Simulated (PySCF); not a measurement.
# Ionisation energy of V²⁺ by level of theory

V²⁺ [Ar] 3d3 (4F) → V³⁺ [Ar] 3d2 (3F), as a difference of total energies. Calculation: PySCF 2.14, in aug-cc-pwCVTZ; the non-relativistic Hamiltonian (point nucleus). Correlated levels: valence: [Ar] frozen; valence and next inner shell: [Ne] frozen; nothing frozen. The calculations carry no spin-orbit coupling.

```json
{"method": "UHF", "ionisation energy (eV)": "28.342", "plus first-order spin-orbit estimate": "28.333", "difference from reference of that sum (eV)": "-0.978"}
{"method": "LDA", "ionisation energy (eV)": "30.225", "plus first-order spin-orbit estimate": "30.217", "difference from reference of that sum (eV)": "+0.906"}
{"method": "PBE", "ionisation energy (eV)": "29.978", "plus first-order spin-orbit estimate": "29.969", "difference from reference of that sum (eV)": "+0.658"}
{"method": "PBE0", "ionisation energy (eV)": "29.808", "plus first-order spin-orbit estimate": "29.799", "difference from reference of that sum (eV)": "+0.488"}
{"method": "r2SCAN", "ionisation energy (eV)": "29.931", "plus first-order spin-orbit estimate": "29.922", "difference from reference of that sum (eV)": "+0.611"}
{"method": "BLYP", "ionisation energy (eV)": "29.855", "plus first-order spin-orbit estimate": "29.846", "difference from reference of that sum (eV)": "+0.535"}
{"method": "M06-2X", "ionisation energy (eV)": "29.401", "plus first-order spin-orbit estimate": "29.393", "difference from reference of that sum (eV)": "+0.082"}
{"method": "PW91", "ionisation energy (eV)": "30.065", "plus first-order spin-orbit estimate": "30.057", "difference from reference of that sum (eV)": "+0.746"}
{"method": "MP2 (valence)", "ionisation energy (eV)": "28.751", "plus first-order spin-orbit estimate": "28.742", "difference from reference of that sum (eV)": "-0.569"}
{"method": "SCS-MP2 (valence)", "ionisation energy (eV)": "28.478", "plus first-order spin-orbit estimate": "28.469", "difference from reference of that sum (eV)": "-0.842"}
{"method": "MP2 (valence and next inner shell)", "ionisation energy (eV)": "29.439", "plus first-order spin-orbit estimate": "29.430", "difference from reference of that sum (eV)": "+0.119"}
{"method": "SCS-MP2 (valence and next inner shell)", "ionisation energy (eV)": "29.141", "plus first-order spin-orbit estimate": "29.132", "difference from reference of that sum (eV)": "-0.179"}
{"method": "MP2 (all electrons)", "ionisation energy (eV)": "29.469", "plus first-order spin-orbit estimate": "29.461", "difference from reference of that sum (eV)": "+0.150"}
{"method": "SCS-MP2 (all electrons)", "ionisation energy (eV)": "29.162", "plus first-order spin-orbit estimate": "29.153", "difference from reference of that sum (eV)": "-0.158"}
```

Reference: 29.311 eV (measured; NIST Atomic Spectra Database, ionization energies).

A first-order spin-orbit estimate (lowest level to lowest level, LS coupling) adds -0.009 eV.

These non-relativistic numbers lack the scalar-relativistic shift.

Errors of the correlated levels include the incompleteness of this basis and the frozen core.
